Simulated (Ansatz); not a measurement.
Hf₂Te₃, relaxed as a singlet with RKS PBE0-D4/def2-SVP in Ansatz, starting from the GFN2-xTB geometry. Force threshold 0.02 eV/Å.

In the def2 sets Hf, Te take a core potential; there is no spin–orbit coupling. The structure comes from a short search, and lower isomers may exist.

Start:

```xyz
5

Hf   -1.911    0.868   -0.140
Hf    1.382   -0.627    0.101
Te    0.103   -0.614   -2.278
Te   -0.636   -1.613    1.604
Te    1.062    1.986    0.713
```

Q: Estimate the energy that the relaxation releases and the steps that it takes.

A: 330.8 kJ/mol, in 7 steps; 27 s on 4 threads of Intel Xeon Platinum 8488C on a shared host. No frequencies were taken in this run, so the end may be a saddle point.

Q: Does the start keep its bonding and symmetry?

A: By distances, no bond broke or formed. The bond that changes most is Hf1–Te3, from 3.29 to 2.77 Å (atoms count from 1). The end is the same structure that another start reached, the lowest one found. Point group C3v at the start, D3h at the end, both within 0.05 Å.

Q: Predict the relaxed structure.

A: 
```
atom   x (Å)   y (Å)   z (Å)
 Hf1  -1.202   0.545  -0.088
 Hf2   1.202  -0.545   0.088
 Te3  -0.076  -0.552  -2.372
 Te4  -0.841  -1.586   1.648
 Te5   0.917   2.138   0.724
```
Bond lengths (bridged metal pairs left out): 6 × Hf–Te 2.77 Å.
